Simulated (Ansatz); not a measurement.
C$_{2}$H$_{10}$B$_{2}$O$_{2}$ (`C[O+]1[BH2-][O+](C)[BH2-]1`). Total charge 0; spin multiplicity 1. The structure was optimised at the PBE0-D4/def2-TZVP level.

```xyz
16

C     1.370   -0.760    1.619
O     0.186   -0.856    0.848
B     0.266   -0.883   -0.690
O    -0.982    0.020   -0.723
C    -1.073    1.072   -1.666
B    -0.785    0.337    0.772
H     1.951   -1.670    1.472
H     1.954    0.112    1.312
H     1.091   -0.671    2.669
H     1.243   -0.286   -1.083
H     0.068   -1.975   -1.151
H    -0.202    1.729   -1.589
H    -1.984    1.635   -1.467
H    -1.124    0.636   -2.664
H    -0.197    1.385    0.918
H    -1.783    0.173    1.422
```

Problem. What is the dipole moment at ωB97M-V/def2-TZVPP? (Best estimate.)

Solution. Computed: 1.39 D, with components (0.95, 1.00, -0.15) D in this frame, pointing from negative to positive charge.

Problem. And with PBE, r2SCAN, B3LYP? (An estimate is asked.)

Solution. Ansatz gave: PBE 1.28 D, r2SCAN 1.32 D, B3LYP 1.39 D.

Problem. Give the Mulliken charges with ωB97M-V, B3LYP, r2SCAN in def2-TZVPP. (An estimate is asked.)

Solution. The calculation gave: 
```tsv
atom	ωB97M-V	B3LYP	r2SCAN
C1	-0.20	-0.15	-0.02
O2	-0.14	-0.17	-0.12
B3	-0.17	0.01	0.01
O4	-0.14	-0.17	-0.12
C5	-0.20	-0.15	-0.02
B6	-0.17	0.01	0.01
H7	0.14	0.12	0.07
H8	0.13	0.11	0.07
H9	0.14	0.12	0.07
H10	0.06	-0.03	-0.04
H11	0.05	-0.01	-0.04
H12	0.13	0.11	0.07
H13	0.14	0.12	0.07
H14	0.14	0.12	0.07
H15	0.06	-0.03	-0.04
H16	0.05	-0.01	-0.04
```

B3LYP here is the variant with VWN-RPA as its local correlation; programs differ in this.
